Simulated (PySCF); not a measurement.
Cl3Fe, sextet, at a GFN2-xTB geometry (such geometries of metal compounds can be far from the true shape); PySCF with DF-CAMB3LYP/cc-pV(D+d)Z.

Here is a job for PySCF.
```python
from pyscf import gto, scf, dft

mol = gto.M(
    atom='''
Fe   -0.09061902   -0.36016981   -0.20402693
Cl    1.97242024   -0.04348847   -0.35061360
Cl   -0.67696321   -0.59021958    1.79126336
Cl   -1.15686324    1.18455599   -1.12860857
''',
    basis='cc-pv(d+d)z',
    spin=5,
    verbose=4,
)

mf = dft.UKS(mol)
mf.xc = 'camb3lyp'
mf = mf.density_fit(auxbasis='def2-universal-jkfit')
mf.kernel()
```

It wrote (shortened):

```
PySCF version 2.14.0

[INPUT] verbose = 4
[INPUT] num. atoms = 4
[INPUT] num. electrons = 77
[INPUT] charge = 0
[INPUT] spin (= nelec alpha-beta = 2S) = 5
[INPUT] symmetry False subgroup None
[INPUT] Mole.unit = angstrom
[INPUT] Symbol           X                Y                Z      unit          X                Y                Z       unit  Magmom
[INPUT]  1 Fe    -0.090619020000  -0.360169810000  -0.204026930000 AA   -0.171245129476  -0.680622299237  -0.385555019736 Bohr   0.0
[INPUT]  2 Cl     1.972420240000  -0.043488470000  -0.350613600000 AA    3.727334056149  -0.082181297876  -0.662563679548 Bohr   0.0
[INPUT]  3 Cl    -0.676963210000  -0.590219580000   1.791263360000 AA   -1.279275063306  -1.115353359556   3.384997167368 Bohr   0.0
[INPUT]  4 Cl    -1.156863240000   1.184555990000  -1.128608570000 AA   -2.186154687177   2.238486400313  -2.132761099137 Bohr   0.0

nuclear repulsion = 468.326338382007
number of shells = 13
number of NR pGTOs = 260
number of NR cGTOs = 112
basis = cc-pv(d+d)z
ecp = {}

******** <class 'pyscf.df.df_jk.DFUKS'> ********
method = DFUKS
initial guess = minao
damping factor = 0
level_shift factor = 0
DIIS = <class 'pyscf.scf.diis.CDIIS'>
diis_start_cycle = 1
diis_space = 8
diis_damp = 0
SCF conv_tol = 1e-09
SCF conv_tol_grad = None
SCF max_cycles = 50
direct_scf = False
number electrons alpha = 41  beta = 36
XC library pyscf.dft.libxc version 7.1.2
    S. Lehtola, C. Steigemann, M. J. T. Oliveira, and M. A. L. Marques,  SoftwareX 7, 1–5 (2018)
XC functionals = camb3lyp
    T. Yanai, D. P. Tew, and N. C. Handy,  Chem. Phys. Lett. 393, 51 (2004)
radial grids:
    Treutler-Ahlrichs [JCP 102, 346 (1995); DOI:10.1063/1.469408] (M4) radial grids

becke partition: Becke, JCP 88, 2547 (1988); DOI:10.1063/1.454033
pruning grids: <function nwchem_prune>
grids dens level: 3
symmetrized grids: False
atomic radii adjust function: <function treutler_atomic_radii_adjust>
small_rho_cutoff = 0
Set gradient conv threshold to 3.16228e-05
tot grids = 77544
******** <class 'pyscf.df.df.DF'> ********
auxbasis = def2-universal-jkfit
Create RSH-DF object <pyscf.df.df.DF object> for omega=0.33
******** <class 'pyscf.df.df.DF'> ********
auxbasis = auxmol.basis = def2-universal-jkfit
init E= -2643.39639225875

cycle= 1 E= -2630.71923711005  delta_E= 12.7  |g|= 4.35  |ddm|= 26.4

cycle= 2 E= -2576.31650244776  delta_E= 54.4  |g|= 9.53  |ddm|=  372

cycle= 3 E= -2629.45095085863  delta_E= -53.1  |g|= 6.29  |ddm|=  357
cycle= 4 E= -2634.02451877621  delta_E= -4.57  |g|= 5.39  |ddm|= 17.5
cycle= 5 E= -2636.54644741552  delta_E= -2.52  |g|= 4.88  |ddm|= 11.1
cycle= 6 E= -2638.94581180999  delta_E= -2.4  |g|= 4.18  |ddm|= 2.71
cycle= 7 E= -2639.12030877124  delta_E= -0.174  |g|= 4.15  |ddm|= 0.715
cycle= 8 E= -2639.57287935349  delta_E= -0.453  |g|=    4  |ddm|= 0.841
cycle= 9 E= -2639.77235084778  delta_E= -0.199  |g|= 3.92  |ddm|= 0.27

cycle= 10 E= -2625.82531885405  delta_E= 13.9  |g|= 5.04  |ddm|= 68.9
cycle= 11 E= -2638.06905624438  delta_E= -12.2  |g|= 4.41  |ddm|= 68.8
cycle= 12 E= -2639.11774770878  delta_E= -1.05  |g|= 4.06  |ddm|= 0.969
cycle= 13 E= -2639.48322882461  delta_E= -0.365  |g|= 3.91  |ddm|= 0.893
cycle= 14 E= -2638.54254643622  delta_E= 0.941  |g|= 4.25  |ddm|= 0.916
cycle= 15 E= -2638.32900071457  delta_E= 0.214  |g|= 4.34  |ddm|= 1.07
cycle= 16 E= -2640.20455354985  delta_E= -1.88  |g|= 3.66  |ddm|= 2.48
cycle= 17 E= -2640.80490771271  delta_E= -0.6  |g|= 3.39  |ddm|= 0.753
cycle= 18 E= -2640.70404053679  delta_E= 0.101  |g|=  3.4  |ddm|= 0.925

cycle= 19 E= -2631.22888474757  delta_E= 9.48  |g|= 4.26  |ddm|= 41.2
cycle= 20 E= -2639.21683835118  delta_E= -7.99  |g|=  4.1  |ddm|= 40.6
cycle= 21 E= -2639.90662967286  delta_E= -0.69  |g|= 3.86  |ddm|= 1.48
cycle= 22 E= -2640.17844181239  delta_E= -0.272  |g|=  3.7  |ddm|= 0.701
cycle= 23 E= -2639.18885971469  delta_E= 0.99  |g|= 4.09  |ddm|= 1.05
cycle= 24 E= -2639.2197155168  delta_E= -0.0309  |g|= 4.08  |ddm|= 0.446
cycle= 25 E= -2639.13886450434  delta_E= 0.0809  |g|= 4.08  |ddm|= 0.789
cycle= 26 E= -2639.10562500385  delta_E= 0.0332  |g|=  4.1  |ddm|= 0.156
cycle= 27 E= -2638.5424177745  delta_E= 0.563  |g|= 4.25  |ddm|= 1.33

cycle= 28 E= -2631.06229812754  delta_E= 7.48  |g|= 4.31  |ddm|= 40.7
cycle= 29 E= -2638.81391626555  delta_E= -7.75  |g|= 4.18  |ddm|= 40.6
cycle= 30 E= -2639.65749016482  delta_E= -0.844  |g|=  3.9  |ddm|= 1.22
cycle= 31 E= -2637.38806543854  delta_E= 2.27  |g|= 4.53  |ddm|= 3.96
cycle= 32 E= -2637.24361711729  delta_E= 0.144  |g|= 4.58  |ddm|= 0.897
cycle= 33 E= -2637.31014800692  delta_E= -0.0665  |g|= 4.55  |ddm|= 0.813
cycle= 34 E= -2637.26341566052  delta_E= 0.0467  |g|= 4.57  |ddm|= 0.97

cycle= 35 E= -2636.80492183446  delta_E= 0.458  |g|= 4.61  |ddm|=  2.1
cycle= 36 E= -2637.74485973026  delta_E= -0.94  |g|= 4.41  |ddm|= 1.69

cycle= 37 E= -2625.32371570147  delta_E= 12.4  |g|= 5.94  |ddm|= 69.3
cycle= 38 E= -2641.93751973983  delta_E= -16.6  |g|= 2.72  |ddm|=   71
cycle= 39 E= -2644.1881526698  delta_E= -2.25  |g|= 0.875  |ddm|= 2.15
cycle= 40 E= -2644.4452834105  delta_E= -0.257  |g|= 0.382  |ddm|= 1.97
cycle= 41 E= -2644.50737583313  delta_E= -0.0621  |g|= 0.378  |ddm|= 1.12
cycle= 42 E= -2644.52001888768  delta_E= -0.0126  |g|= 0.372  |ddm|= 0.314
cycle= 43 E= -2644.52392617424  delta_E= -0.00391  |g|= 0.362  |ddm|= 0.0512
cycle= 44 E= -2644.54756942273  delta_E= -0.0236  |g|=  0.3  |ddm|= 0.335
cycle= 45 E= -2644.58239502618  delta_E= -0.0348  |g|= 0.141  |ddm|= 0.545
cycle= 46 E= -2644.58873581516  delta_E= -0.00634  |g|= 0.0991  |ddm|= 0.239
cycle= 47 E= -2644.59192896722  delta_E= -0.00319  |g|= 0.0149  |ddm|= 0.252
cycle= 48 E= -2644.59234780916  delta_E= -0.000419  |g|= 0.00545  |ddm|= 0.0483
cycle= 49 E= -2644.59251362866  delta_E= -0.000166  |g|= 0.00356  |ddm|= 0.0365
cycle= 50 E= -2644.59258217902  delta_E= -6.86e-05  |g|= 0.000969  |ddm|= 0.0412
SCF not converged.
SCF energy = -2644.59258217902 after 50 cycles  <S^2> = 8.7643275  2S+1 = 6.0047739
```

Convergence was not reached.
